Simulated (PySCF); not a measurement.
Isomers of [C4H12Ga]- (charge -1), from PBE0-D3(BJ)/def2-SVP geometry optimisation, gas phase (PySCF 2.14.0). One conformer each, no zero-point energy, no frequencies.

Task: Which is lower in electronic energy at this level?
A. [GaMe4]-, `[CH3][Ga-]([CH3])([CH3])[CH3]`: A = 2650, B = 2648, C = 2643 MHz, dipole 0.01 D
B. `C[C](C)(C)[GaH3-]`: A = 4332, B = 1888, C = 1887 MHz, dipole 3.26 D

Result: A. That is `[CH3][Ga-]([CH3])([CH3])[CH3]` ([GaMe4]-), 8.2 kcal/mol below the other.

```json
{"SMILES": "[CH3][Ga-]([CH3])([CH3])[CH3]", "mapped SMILES": "–", "E (Eh)": "-2083.72619", "relative (kcal/mol)": "0.0", "relative (kJ/mol)": "0.0", "dipole about centre of mass (D)": "0.01"}
{"SMILES": "C[C](C)(C)[GaH3-]", "mapped SMILES": "[CH3:1][C:2]([CH3:3])([CH3:4])[GaH3-:5]", "E (Eh)": "-2083.71306", "relative (kcal/mol)": "8.2", "relative (kJ/mol)": "34.5", "dipole about centre of mass (D)": "3.26"}
```
